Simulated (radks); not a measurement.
Species: Ru6+. Configuration: [Kr] 4d2. Method: scalar-relativistic Kohn-Sham, PBEsol, spin-polarised, spherical densities, finite nucleus; open shells are filled with parallel spins first (spin-orbit coupling, left out, can overturn this in heavy ions); Fermi nuclear charge, rms radius 4.4809 fm; computed with a radial shooting solver on a logarithmic mesh with Libxc functionals.

Unscreened Slater integrals over Kohn-Sham orbitals (hartree). They are taken over the spin-up orbitals. Empty in this configuration: 5s.

| integral | value |
|---|---|
| F0(4d,4d) | 0.71444 |
| F2(4d,4d) | 0.36890 |
| F4(4d,4d) | 0.24627 |
| F0(4d,4p) | 0.77046 |
| F2(4d,4p) | 0.39417 |
| G1(4d,4p) | 0.49841 |
| G3(4d,4p) | 0.30943 |
| F0(4d,4s) | 0.79299 |
| G2(4d,4s) | 0.37389 |
| F0(4d,3d) | 0.94713 |
| F2(4d,3d) | 0.19977 |
| F4(4d,3d) | 0.090152 |
| G0(4d,3d) | 0.066336 |
| G2(4d,3d) | 0.076128 |
| G4(4d,3d) | 0.057705 |
| F0(4d,5s) | 0.50050 |
| G2(4d,5s) | 0.081882 |
| F0(4p,4p) | 0.84421 |
| F2(4p,4p) | 0.44729 |
| F0(4p,4s) | 0.87501 |
| G1(4p,4s) | 0.59762 |
| F0(4p,3d) | 1.0867 |
| F2(4p,3d) | 0.26295 |
| G1(4p,3d) | 0.085136 |
| G3(4p,3d) | 0.082786 |
| F0(4p,5s) | 0.51659 |
| G1(4p,5s) | 0.048216 |
| F0(4s,4s) | 0.91020 |
| F0(4s,3d) | 1.1558 |
| G2(4s,3d) | 0.097092 |
| F0(4s,5s) | 0.52296 |
| G0(4s,5s) | 0.033186 |
| F0(3d,3d) | 2.3738 |
| F2(3d,3d) | 1.1749 |
| F4(3d,3d) | 0.74774 |
| F0(3d,5s) | 0.57574 |
| G2(3d,5s) | 0.020541 |
| F0(5s,5s) | 0.42415 |

Derived for the open shells (J is the average intra-shell exchange parameter used in DFT+U). 4d: Racah B = F2/49 - 5 F4/441 = 0.004736 hartree, C = 35 F4/441 = 0.01955 hartree, C/B = 4.13, F4/F2 = 0.668, J = (F2 + F4)/14 = 0.04394 hartree.
